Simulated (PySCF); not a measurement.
C4H7FO. Atoms are numbered in the order given.

```xyz
13

C      1.5235     0.5336     0.3905
C      0.0514     0.2123     0.4848
O     -0.4177    -0.0806     1.7695
C     -0.9313     0.8557    -0.4871
C     -0.5936    -0.6049    -0.5830
F      0.1690    -1.0216    -1.6370
H      1.8441     0.6382    -0.6550
H      2.1099    -0.2743     0.8553
H      1.7515     1.4749     0.9188
H     -0.4051     0.7402     2.2814
H     -0.5213     1.5095    -1.2621
H     -1.9239     1.1213    -0.1139
H     -1.3346    -1.3508    -0.2779
```

The structure is a stationary point at B3LYP-D3(BJ)/def2-SVP. The structure was generated by enumeration; whether it is a known compound was not checked. Other conformers were not sampled.

Computed with HF/def2-TZVP run with PySCF.

ESP charges are fitted to the potential on shells at 1.4 to 2.0 van der Waals radii. Atomic charges (e):

```csv
atom,IAO,ESP fit,Löwdin
C1,-0.37,-0.72,-0.24
C2,0.24,0.58,-0.36
O3,-0.58,-0.72,-0.01
C4,-0.32,-0.63,-0.18
C5,0.21,0.27,-0.24
F6,-0.36,-0.29,0.08
H7,0.14,0.21,0.13
H8,0.13,0.19,0.12
H9,0.12,0.17,0.11
H10,0.36,0.44,0.18
H11,0.14,0.23,0.13
H12,0.14,0.18,0.13
H13,0.15,0.09,0.13
```

Give the Mayer and Wiberg (Löwdin basis) orders of the bonds. (The exact figures need the calculation; the answer reports its results.)


```
bond    Mayer  Wiberg
------  -----  ------
C1–C2    0.98    1.22
C2–O3    0.95    1.53
C2–C4    0.94    1.16
C2–C5    0.95    1.16
C4–C5    1.00    1.24
C5–F6    0.92    1.61
C1–H7    0.98    0.89
C1–H8    0.99    0.90
C1–H9    0.98    0.90
O3–H10   0.88    1.01
C4–H11   0.96    0.87
C4–H12   0.96    0.87
C5–H13   0.99    0.86
```
